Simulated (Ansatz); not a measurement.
Ansatz results at the PBE0-D4/def2-TZVP geometry: size of the dipole moment (B3LYP/def2-TZVPP) 1.90 D; HOMO energy (PBE0/def2-TZVPP) -6.80 eV; HOMO energy (ωB97M-V/def2-TZVPP) -9.12 eV.

Each molecule was computed in one conformer, which needn't be the lowest.

(1) Which molecule gave them?
A. `[NH2][Ti]1234([NH2])([NH2])[C@@H]5[C@H]1[C@H]2[C@]3([SiH3])[C@@H]54`
B. `C[N]=[Nb]1234([Cl])([Cl])[C@H]5[C@@H]1[C@@H]2[C@@H]3[C@H]54`
C. `[CH3][Hf]1234([NH2])([OH])[C@H]5[C@@H]1[C@@H]2[C@@H]3[C@H]54`
D. `C[O][Zr]1234([OH])([O]C)[C@@H]5[C@H]1[C@H]2[C@@]3([SiH3])[C@@H]54`

Answers

(1) C. The others give `[NH2][Ti]1234([NH2])([NH2])[C@@H]5[C@H]1[C@H]2[C@]3([SiH3])[C@@H]54`: 1.16, -6.63, -8.83; `C[N]=[Nb]1234([Cl])([Cl])[C@H]5[C@@H]1[C@@H]2[C@@H]3[C@H]54`: 4.36, -7.11, -9.20; `C[O][Zr]1234([OH])([O]C)[C@@H]5[C@H]1[C@H]2[C@@]3([SiH3])[C@@H]54`: 1.50, -7.08, -9.19.

B3LYP here is the variant with VWN-RPA as its local correlation; programs differ in this.
